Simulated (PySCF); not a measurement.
BBr2, SMILES Br[B-]Br (connectivity only; charge and spin as stated), charge -1, multiplicity 1.

Geometry: B3LYP-D3(BJ)/def2-SVPD.

These are PBE/def2-TZVPD (PySCF) values and carry that method's errors.

Gas-phase values at a fixed geometry. A positive occupied level means that this level leaves the electron formally unbound; only the finite basis holds it.

```json
{
  "total_energy": "-5172.40531 hartree",
  "point_group": "C2v",
  "highest_occupied_level": "0.18 eV",
  "lowest_empty_level": "2.23 eV",
  "orbital_gap": "2.05 eV",
  "dipole_moment_about_the_centre_of_nuclear_charge": "2.43 D",
  "mean_static_polarisability": "109.9 bohr³ (16.29 Å³)",
  "polarisability_principal_values": "75.5, 115.4, 138.8 bohr³"
}
```
